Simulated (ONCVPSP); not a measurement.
# revPBE ONCV dataset for gallium, scalar-relativistic all-electron reference.

ONCVPSP 4.0.1 input, shortened (lines: element, Z, core and valence counts, functional; n l f; lmax; l rc ep ncon nbas qcut; lloc lpopt rc5 dvloc0; l nproj debl; icmod fcfact rcfact), revPBE, scalar-relativistic:

```
  Ga 31.00    5    2  -102130      upf
    1    0    2.00
    2    0    2.00
    2    1    6.00
    3    0    2.00
    3    1    6.00
    3    2   10.00
    4    0    2.00
    2
    0    1.55    0.00    4    9    4.80
    1    1.40    0.04    4    7    6.10
    2    1.15    0.00    3    7   14.00
    4    1    1.15    3.00
    0    1    1.40
    1    3    2.30
    2    2    0.50
    0    0.00    0.00
```

In the d channel the program set the typed energies aside and used -1.005, 0.250 Ha.

All-electron outer shells of the reference configuration (revPBE, scalar-relativistic, ld1.x):

```tsv
shell	level (eV)	outermost node (bohr)	outermost maximum (bohr)
3p	-107.12	0.24	0.56
3d	-27.35	–	0.54
4s	-16.22	0.80	1.85
```

Problem. Does the generator finish with these settings?

Solution. Yes, a potential is produced and its reference levels are reproduced.

Problem. Estimate the cutoffs (Ha) at which the residual kinetic energy of the hardest occupied pseudo-wave falls to 1 and 0.1 mHa per electron.

Solution. 76 Ha and 85 Ha.

Problem. Does the potential have ghost states?

Solution. Ghosts flagged at negative energy: p at -107.9 eV; GHOST(+) flagged for s at 25.8 eV. A true bound ghost makes a file unfit for plane-wave use.

Problem. Which valence shell sets the plane-wave cutoff?

Solution. 3d: 76 Ha for 1 mHa per electron, against 8 Ha for 4s.

Problem. Tests: 3d10 4s2 4p1; 3d10 4s1; 3d10 4s0; 3d10 4s2 4p0.5. Which has the largest error in its energy relative to the reference configuration, and how large is it?

Solution. 3d10 4s0, with +89 meV (all-electron minus pseudo) on +52.04 eV.
